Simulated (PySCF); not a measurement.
H6BNO2Si, SMILES N[SiH2]B(O)O (PBE0/def2-SVP optimised geometry):

```
11

Si    -0.268     0.829     0.000
N     -1.804     0.025    -0.385
B      0.947    -0.798     0.000
O      2.302    -0.798     0.000
O      0.247    -1.962     0.026
H      0.084     1.962    -0.920
H     -0.461     1.419     1.363
H     -2.652     0.439    -0.008
H     -1.963    -0.174    -1.371
H      2.652    -1.698     0.031
H     -0.705    -1.743     0.023
```

Computed with PBE0/def2-TZVP (PySCF).

Task: What are the frontier orbital energies and the dipole moment?

Result: HOMO-2 -9.26 eV, HOMO-1 -8.31 eV, HOMO -7.58 eV, LUMO -0.22 eV, LUMO+1 0.48 eV; dipole moment 1.85 D.

Meta-Löwdin charges at PBE0/def2-TZVP: Si1 0.54, N2 -0.74, B3 0.26, O4 -0.51, O5 -0.53, H6 -0.11, H7 -0.09, H8 0.24, H9 0.23, H10 0.35, H11 0.35.
